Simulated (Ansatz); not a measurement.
BClFI (SMILES FB(Cl)I), singlet, geometry from GFN2-xTB (all electrons, no relativity), with bond 2-1 at 1.8 times its length; SC-NEVPT2/STO-3G, CASSCF(4,3) (Ansatz, a program for electronic structure).

The Ansatz input:
Ansatz 0.2 input:
```yaml
crystal:
  periodic: [false, false, false]
  atoms:
    - {symbol: B, position_ang: [0.44413470, -0.62742252, 0.76457586]}
    - {symbol: Cl, position_ang: [3.42081461, -1.24568659, 0.36969386]}
    - {symbol: F, position_ang: [-0.17162463, -1.12726820, 1.81219045]}
    - {symbol: I, position_ang: [-0.68564962, 0.56203528, -0.55473475]}
basis:
  gaussian:
    orbitals: STO-3G
magnetization: {spin_polarized: false}
correlation: {method: sc_nevpt2, electrons: all, active_space: {window: {electrons: 4, orbitals: 3}}}
```

It wrote (shortened):

```
Functional definition: HF
516 factors; integrals over basis functions are off by at most 5.1e-5 eV
mean field evaluation 1: about -202110.1465 eV, gradient 2.8e1 eV
mean field evaluation 2: about -202110.1658 eV, gradient 2.8e1 eV
mean field evaluation 4: about -202115.3209 eV, gradient 2.2e0 eV
mean field evaluation 8: about -202115.3654 eV, gradient 5.1e-2 eV
mean field -202115.36540938 eV, -7427.6026800795 hartree, gradient 1.5e-6 eV, S^2 0.000000; 0 other end points of the search recorded, 0 dependent functions left out; unrestricted orbitals would lower it
reference -202115.36540938 eV, -7427.6026800795 hartree; 42, 42 occupied and 4, 4 virtual orbitals, 516 factors
state -202117.31695710 eV, -7427.6743981353 hartree
state -202117.31695710 eV, -7427.6743981353 hartree; corrected -202119.07028821 eV, -7427.7388318653 hartree
Total energy: -202119.07028821 eV, -7427.7388318653 hartree
```
